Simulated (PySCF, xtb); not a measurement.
B(AsH2)(Me)2 (C2H8AsB), SMILES CB([AsH2])C.

Harmonic wavenumbers (cm⁻¹) from GFN2-xTB run with xtb at its own minimum, in rising order: 61, 103, 121, 206, 241, 278, 439, 610, 674, 698, 829, 844, 868, 1009, 1066, 1139, 1380, 1385, 1475, 1478, 1487, 1493, 1897, 1903, 2962, 2967, 2983, 2988, 3009, 3014.

Q: What does PBE0-D3(BJ)/def2-SVP run with PySCF 2.14.0 give at its own minimum? (An estimate is asked for; the answer gives what the named calculation found.)

A: 82, 129, 168, 226, 249, 320, 458, 540, 656, 678, 822, 841, 864, 999, 1083, 1153, 1298, 1323, 1408, 1412, 1442, 1444, 2234, 2251, 3027, 3030, 3111, 3114, 3158, 3162. Paired by order, the mean absolute difference is 69 cm⁻¹ and the zero-point energies are 56.6 and 58.2 kcal/mol.
